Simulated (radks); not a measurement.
Coherent X-ray form factor from a spherical all-electron density. All-electron calculation, scalar-relativistic Kohn-Sham, PBEsol, spin-polarised, spherical densities, finite nucleus; Fermi nuclear charge, rms radius of each element as measured or else 0.836 A^(1/3) + 0.57 fm. Program: a radial shooting solver on a logarithmic mesh with Libxc functionals.

sin(theta)/lambda (1/angstrom)  f0 (electrons)
0.05                                    54.946
0.1                                     52.250
0.15                                    48.807
0.2                                     45.287
0.25                                    42.026
0.3                                     39.137
0.4                                     34.380
0.5                                     30.538
0.6                                     27.244
0.8                                     22.022
1                                       18.539
1.25                                    15.703
1.5                                     13.451
2                                        9.518

The species is in the configuration that NIST lists as its ground one. Which atom or ion scatters so?

Answer. The lanthanum ion La+, [Xe] 5d2. Extrapolating in s^2 from the first two rows gives f0(0) = 55.8, near the electron count 56; among species with that count, the fall with angle is slower the higher Z, and the table is that of Z = 57; from so few rows the species is fixed only to a neighbour or two.
